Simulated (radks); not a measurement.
Values are calculated unless marked as measured or tabulated.
Fractional charge and spin in the 4s shell of scandium: the spin-up occupation runs from 0 to 1 and the spin-down occupation from 0 to 1; the fullest corner is Sc, [Ar] 3d(up 0.5, down 0.5) 4s(up 1, down 1). Level of theory: non-relativistic Kohn-Sham, LDA (Slater exchange, Perdew-Wang correlation), spin-polarised, spherical densities, point nucleus (a radial shooting solver on a logarithmic mesh with Libxc functionals). Energy (eV) minus the two flat planes that join the four corners (they meet along the diagonal where the two added fractions sum to one electron); zero is where a piecewise linear energy would lie.

\begin{tabular}{lrrr}
down \ up & 0 & 0.5 & 1 \\ \hline
0 & 0.000 & -0.705 & 0.000 \\
0.5 & -0.705 & 0.215 & -0.641 \\
1 & 0.000 & -0.641 & 0.000 \\
\end{tabular}

Corners above the fullest one (they belong to Sc+ and the next ion): (up 1, down 0) 6.801 eV, (up 0, down 1) 6.801 eV, (up 0, down 0) 19.893 eV. With half an added electron in each spin the energy lies 0.215 eV from the planes, and with half an added electron in spin up alone -0.705 eV. The planes are only a guide here: the flat-plane condition holds for ground states with one frontier orbital, while this shell lies below other occupied shells, so the corners above the fullest one are inner-hole states and not the ground states of those ions.
